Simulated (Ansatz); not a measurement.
Species: PbO, charge 0, multiplicity 1. SMILES: [O]=[Pb]
Geometry: optimised at B3LYP-D3(BJ)/def2-TZVP (Ansatz, an electronic-structure program).

Quantity: atomisation energy (electronic, to ground-state atoms), in kcal/mol. Correlated levels leave the core frozen unless marked. Open shells are spin-unrestricted. No spin-orbit coupling. The frozen core is the preceding noble-gas configuration, with the filled d and f shells of earlier blocks. Past Kr the def2 sets carry scalar-relativistic core potentials. The coupled-cluster limit lacks core correlation, which all-electron functionals hold. Basis-set limits of correlation are two-point, X^-3; Hartree-Fock from the larger set.

```
level                          program  atomisation energy (kcal/mol)
----------------------  --------------  -----------------------------
BLYP-D3(BJ)/def2-TZVPD  Ansatz + dftd3                          129.2
B3LYP-D4/def2-TZVPD     Ansatz + dftd4                          115.1
```

Q: What does CCSD(T)/CBS(def2-TZVPPD,def2-QZVPPD) (Ansatz) give?

A: 116.5 kcal/mol
